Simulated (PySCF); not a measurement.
# Radial density of P (phosphorus, neutral)

UHF, [Ne] 3s1 3p3 3d1, high-spin 6D determinant (an excited configuration). Computed with PySCF 2.14 in aug-cc-pwCVQZ, with the non-relativistic Hamiltonian (point nucleus).

| r (bohr) | 4πr²ρ (e/bohr) | 4πr²(ρα − ρβ) |
| --- | --- | --- |
| 0.00163 | 0.06963 | 0.0002 |
| 0.00275 | 0.1906 | 0.0006 |
| 0.00462 | 0.5097 | 0.0016 |
| 0.00777 | 1.313 | 0.0042 |
| 0.0131 | 3.168 | 0.0100 |
| 0.0220 | 6.869 | 0.0215 |
| 0.0370 | 12.45 | 0.0388 |
| 0.0622 | 16.85 | 0.0549 |
| 0.105 | 14.88 | 0.0811 |
| 0.176 | 10.83 | 0.2251 |
| 0.296 | 14.75 | 0.4550 |
| 0.498 | 13.49 | 0.1484 |
| 0.838 | 3.869 | 0.2717 |
| 1.41 | 2.234 | 2.0864 |
| 2.37 | 1.714 | 1.7133 |
| 3.99 | 0.3990 | 0.3990 |
| 6.71 | 0.07953 | 0.0795 |
| 11.3 | 9.595e-05 | 0.0001 |

The outer electron is Rydberg-like, and this basis confines it to a smaller radius and binds it less than a complete one would.
